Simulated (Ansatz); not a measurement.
(NaH)4 ring (Na₄H₄). Charge 0, multiplicity 3. Geometry PBE-D4/def2-SVP, that of the neutral singlet.

```tsv
atom	x (Å)	y (Å)	z (Å)
Na1	-0.017	2.465	0.734
H2	1.114	1.406	2.059
Na3	1.498	-0.595	2.004
H4	1.143	-2.310	0.958
Na5	0.017	-2.464	-0.734
H6	-1.114	-1.406	-2.059
Na7	-1.498	0.595	-2.004
H8	-1.143	2.310	-0.958
```

At PBE0-D4/def2-TZVP a singlet of charge 0 lies 4.28 eV below the triplet at the same geometry.

**Question.** Estimate the α-spin orbital energies around the gap (eV) in Ansatz with PBE-D4/def2-TZVP, r2SCAN-D4/def2-TZVP, PBE0-D4/def2-TZVP.

**Answer.** 
```json
{"orbital": "HOMO−5", "PBE-D4/def2-TZVP": "-28.18", "r2SCAN-D4/def2-TZVP": "-29.21", "PBE0-D4/def2-TZVP": "-31.64"}
{"orbital": "HOMO−4", "PBE-D4/def2-TZVP": "-6.89", "r2SCAN-D4/def2-TZVP": "-7.13", "PBE0-D4/def2-TZVP": "-8.19"}
{"orbital": "HOMO−3", "PBE-D4/def2-TZVP": "-6.48", "r2SCAN-D4/def2-TZVP": "-6.73", "PBE0-D4/def2-TZVP": "-7.76"}
{"orbital": "HOMO−2", "PBE-D4/def2-TZVP": "-6.47", "r2SCAN-D4/def2-TZVP": "-6.73", "PBE0-D4/def2-TZVP": "-7.75"}
{"orbital": "HOMO−1", "PBE-D4/def2-TZVP": "-6.11", "r2SCAN-D4/def2-TZVP": "-6.39", "PBE0-D4/def2-TZVP": "-7.38"}
{"orbital": "HOMO", "PBE-D4/def2-TZVP": "-1.61", "r2SCAN-D4/def2-TZVP": "-1.56", "PBE0-D4/def2-TZVP": "-1.85"}
{"orbital": "LUMO", "PBE-D4/def2-TZVP": "-1.29", "r2SCAN-D4/def2-TZVP": "-1.20", "PBE0-D4/def2-TZVP": "-0.80"}
{"orbital": "LUMO+1", "PBE-D4/def2-TZVP": "-1.27", "r2SCAN-D4/def2-TZVP": "-0.76", "PBE0-D4/def2-TZVP": "-0.71"}
{"orbital": "LUMO+2", "PBE-D4/def2-TZVP": "-1.15", "r2SCAN-D4/def2-TZVP": "-0.62", "PBE0-D4/def2-TZVP": "-0.51"}
{"orbital": "LUMO+3", "PBE-D4/def2-TZVP": "-1.15", "r2SCAN-D4/def2-TZVP": "-0.62", "PBE0-D4/def2-TZVP": "-0.51"}
{"orbital": "LUMO+4", "PBE-D4/def2-TZVP": "-1.03", "r2SCAN-D4/def2-TZVP": "-0.55", "PBE0-D4/def2-TZVP": "-0.46"}
{"orbital": "LUMO+5", "PBE-D4/def2-TZVP": "-0.41", "r2SCAN-D4/def2-TZVP": "-0.37", "PBE0-D4/def2-TZVP": "-0.09"}
{"orbital": "β HOMO", "PBE-D4/def2-TZVP": "-5.79", "r2SCAN-D4/def2-TZVP": "-5.78", "PBE0-D4/def2-TZVP": "-6.40"}
{"orbital": "β LUMO", "PBE-D4/def2-TZVP": "-5.37", "r2SCAN-D4/def2-TZVP": "-5.38", "PBE0-D4/def2-TZVP": "-5.13"}
```
